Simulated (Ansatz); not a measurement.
Born–Oppenheimer molecular dynamics of CH9NOSi (13 atoms, charge 0, multiplicity 1). It starts from a rough guess of a transition structure, not a stationary point.

Theory: UKS PBE-D4/6-31G (Ansatz 0.2.0).

| Item | Value |
| --- | --- |
| ensemble | NVE (velocity Verlet) |
| time step | 0.5 fs |
| steps asked | 150 |
| starting velocities drawn for | 300 K |
| seed | 974821 |

First frame:

```xyz
13
Properties=species:S:1:pos:R:3
Si -0.269 -0.235 0.746
N 1.495 -1.376 0.459
O -0.193 0.939 -0.365
C -1.158 1.276 -1.313
H -0.898 0.084 2.022
H -1.155 -1.301 0.218
H 1.831 -0.215 1.052
H 1.309 0.545 1.395
H 1.528 -2.231 0.999
H 1.740 -1.612 -0.496
H -0.985 2.310 -1.617
H -1.078 0.629 -2.192
H -2.168 1.188 -0.907
```

Problem. What does the run give?

Solution. The run went to its last step.

| Quantity | Value |
| --- | --- |
| steps done | 150 |
| time covered | 75 fs |
| mean temperature over the second half | 1032 K |
| spread of the potential energy over the second half | 26.8 meV per atom |
| mean potential energy of the second half above the start | -80.0 meV per atom |

The conserved energy stayed within 0.2 meV per atom of its start (net change -0.04 meV per atom), so the integration is sound. The system heated up, since it started high on the potential surface and ran downhill. A run of 0.075 ps of so small a system gives no equilibrium averages. The orbitals stay closed-shell, which can raise the energy where a bond breaks towards radicals; this wasn't checked here. Limits of this set-up: no polarisation functions.

Problem. What happens to the structure?

Solution. The step under study would form Si1–H8, N2–H7 and break Si1–N2, H7–H8. These pairs go: Si1–H8 1.88 → 1.45 Å, N2–H7 1.35 → 1.05 Å, Si1–N2 2.12 → 2.72 Å, H7–H8 0.98 → 1.82 Å. In the last frame they stand as after the step (other bonds may differ from the relaxed reactants and products). It ends as CH6OSi + H3N. Pairs count as bonded within 1.25 times the sum of covalent radii (0.12 Å more for H–H). This is one draw of velocities; another would differ in detail.

Problem. How do temperature and energy run in time?

Solution. 
```csv
time (fs),T (K),potential energy less start (eV),conserved less start (meV/atom)
0.0,300,0.000,0.00
6.0,351,-0.071,0.13
12.0,819,-0.738,-0.01
18.0,920,-0.882,-0.07
24.0,895,-0.847,-0.09
30.0,662,-0.516,-0.02
36.0,385,-0.119,0.17
42.0,794,-0.704,-0.08
48.0,954,-0.931,-0.03
54.0,1272,-1.382,0.06
60.0,1293,-1.411,0.05
66.0,998,-0.992,0.08
72.0,958,-0.936,0.01
```

The run took 5.8 min on 1 thread of Intel(R) Xeon(R) 6975P-C (Granite Rapids), with other jobs on the host, peak memory 0.16 GiB.
